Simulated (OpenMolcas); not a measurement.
# Computed levels of O+

* Program: OpenMolcas 26.06
* Method: CASSCF
* Basis: ANO-RCC-VQZP [5s4p3d2f1g]
* Scalar Hamiltonian: DKH2, point nucleus
* Active space: 3 electrons in 3 orbitals (2p)
* State averaging: 2S+1 = 4 odd, 1 root; 2S+1 = 2 odd, 8 roots
* Spin-orbit coupling: RASSI with atomic mean-field integrals over the reference wave functions, term energies averaged over their components

Spin-free terms above the lowest, with the occupations of the reference:

```csv
Configuration,Term,E (cm-1),Occupations
2s2 2p3,4S*,0.0,2p 3.00
2s2 2p3,2D*,30591,2p 3.00
2s2 2p3,2P*,50652,2p 3.00
```

With spin-orbit coupling, above the lowest level:

| Configuration | Term | J | E (cm-1) | Measured (cm-1) | Term weight % |
| --- | --- | --- | --- | --- | --- |
| 2s2 2p3 | 4S* | 3/2 | 0.0 | 0.0 | 100 |
| 2s2 2p3 | 2D* | 3/2 | 30589 | 26831 | 100 |
| 2s2 2p3 | 2D* | 5/2 | 30591 | 26811 | 100 |
| 2s2 2p3 | 2P* | 1/2 | 50653 | 40470 | 100 |
| 2s2 2p3 | 2P* | 3/2 | 50655 | 40468 | 100 |

Against the 4 measured excited levels shown (NIST Handbook of Basic Atomic Spectroscopic Data) the mean absolute deviation is 7000 cm-1; the largest miss in energy is 2s2 2p3 2P* 3/2: computed 50655, measured 40468 cm-1 (+25.2 %).

Without dynamic correlation excited terms often stand tens of per cent too high (terms of higher spin than the ground term too low), and those without a measured partner can miss by more than the paired ones. With the s shell closed, the reference lacks s² → p² mixing. Computed and measured levels are paired by configuration, term and J; levels that our copy of the source lacks, or whose pairing is in doubt (as where it misses far off the trend of its configuration), stay unpaired and out of the deviations. Only configurations of the active space appear.

The RASSCF and RASSI steps took 2.5 s on 1 thread of Arm Neoverse V2, on a shared host; the integral step is not counted.

The term weight is that of the spin-free term in the level, not the purity of its configuration. * marks odd parity.
